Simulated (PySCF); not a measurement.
C4H5NO. Atoms are numbered in the order given.

```xyz
11

C     -0.1461    -1.4147     0.0000
C      1.0741    -0.8353     0.0000
O      1.2684     0.4837     0.0000
C      0.0956     1.3671     0.0000
N     -1.1985     0.7614     0.0000
C     -1.2929    -0.5148     0.0000
H     -0.2610    -2.4974     0.0000
H      2.0177    -1.3900     0.0000
H      0.2031     2.0101    -0.8920
H      0.2031     2.0101     0.8920
H     -2.3049    -0.9461     0.0000
```
Charge 0, spin multiplicity 1.

Geometry: B3LYP-D3(BJ)/def2-SVP. A frequency run showed that this geometry is not a minimum. The values are those of a single conformer.

The numbers are results of PBE/def2-TZVP in PySCF, not measurements.

Symmetry labels are those of the subgroup Cs that the program uses (full group Cs).

Problem. List the valence orbital energies around the gap with their symmetry. (The exact figures need the calculation; the answer reports its results.)

Solution. 
| orbital | symmetry | energy (eV) |
|---|---|---|
| HOMO−7 | A' | -11.68 |
| HOMO−6 | A' | -10.33 |
| HOMO−5 | A' | -10.08 |
| HOMO−4 | A" | -9.13 |
| HOMO−3 | A' | -8.82 |
| HOMO−2 | A" | -8.36 |
| HOMO−1 | A' | -6.02 |
| HOMO | A" | -5.24 |
| LUMO | A" | -2.17 |
| LUMO+1 | A' | 0.73 |
| LUMO+2 | A" | 0.85 |
| LUMO+3 | A' | 1.12 |
